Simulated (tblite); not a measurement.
C₄H₄F₂N₂Si (charge -1 and doublet state).
Z-matrix (Å and degrees, GFN2-xTB geometry), rows numbered from 1:
```
N 
C   1  1.1734
C   2  1.4542  1  160.07
F   3  1.3826  2  109.56  1  -122.95
F   3  1.3826  2  109.55  1   123.38
C   3  1.5270  2  112.64  1     0.21
Si  6  1.9471  3  115.08  2   179.97
C   7  1.8290  6  125.20  3  -179.46
N   8  1.1700  7  167.73  6    -0.11
H   6  1.0923  3  106.71  2    57.03
H   6  1.0924  3  106.72  2   -57.10
H   7  1.4750  6  103.45  3   -59.96
H   7  1.4748  6  103.32  3    61.24
```

Calculated harmonic vibrations of the isolated species, GFN2-xTB (tblite), most abundant isotopes, no scaling. This tight-binding method is rough: wavenumbers can miss measured ones by several per cent, in bad cases by 10 to 20. Modes of hydrogen on silicon can be 10 to 20 % off. One conformer, not necessarily the lowest. Open shells enter through the occupations alone, without spin polarisation, and single modes of such species can be off by tens of per cent.

Harmonic wavenumbers (cm⁻¹): 33.0, 62.7, 71.2, 80.0, 131.0, 153.0, 256.3, 280.5, 322.9, 338.8, 404.9, 423.7, 496.6, 514.5, 615.9, 643.0, 686.5, 716.5, 742.3, 777.0, 794.6, 864.1, 992.4, 1073.1, 1154.1, 1223.2, 1468.0, 2110.0, 2128.4, 2142.1, 2201.5, 2964.6, 2976.2.

A = 3135, B = 615.5, C = 572.7 MHz; mass 146.011 u (most abundant isotopes); point group Cs, symmetry number 1; spin multiplicity 2.

Problem. Zero-point energy?

Solution. ½Σν̃ = 14921 cm⁻¹ = 178.50 kJ/mol.

Problem. Give the ideal-gas entropy at 200 K and 1 bar in the rigid-rotor, harmonic-oscillator model (classical rotation).

Solution. Translation 162.71, rotation 120.77, vibration 101.19, spin (R ln 2) 5.76: S = 390.4 J/(mol K).

Problem. And Cp and H(200 K) − H(0)?

Solution. Cp = 129.53 J/(mol K), of which vibrations give 96.27 (their classical limit is 33 R = 274.4); H(200 K) − H(0) = 17.04 kJ/mol without the zero-point energy, 10.39 from vibrations.

Problem. What must be added to the electronic energy to get the Gibbs energy at 200 K and 1 bar?

Solution. ZPE + [H(200 K) − H(0)] − T·S = 178.50 + 17.04 − 78.09 = 117.45 kJ/mol.

Problem. Which modes carry the vibrational entropy at 200 K?

Solution. 33.0 cm⁻¹: 20.29; 62.7 cm⁻¹: 15.00; 71.2 cm⁻¹: 13.97; 80.0 cm⁻¹: 13.02; 131.0 cm⁻¹: 9.11; 153.0 cm⁻¹: 7.92 J/(mol K); the other 27 give 21.88 together.

Problem. Blend soft modes into free rotors: weight 1/[1 + (100 cm⁻¹/ν̃)⁴] for the oscillator and the rest for a rotor with moment μB/(μ + B), μ = h/(8π²ν), B = 10⁻⁴⁴ kg m². What vibrational entropy results?

Solution. 90.62 J/(mol K) in place of 101.19, which changes −T·S at 200 K by +2.12 kJ/mol.

Problem. How do the functions run with temperature in this model?

Solution. 
```
T (K)  S (J/(mol K))  Cp (J/(mol K))  H − H(0) (kJ/mol)  G − H(0) (kJ/mol)  ln q(vib)
  100          316.7            87.3               6.16             -25.51       2.67
  300          449.9           164.5              31.82            -103.15       8.94
  500          545.6           209.7              69.68            -203.12      14.41
  800          653.1           246.6             138.72            -383.74      21.36
 1000          709.8           261.6             189.63            -520.19      25.34
```

q(vib) and H(0) count from the zero-point level.

Hindered rotation and anharmonicity are outside this model. Other conformers, if any are populated, would add a mixing term that is left out.
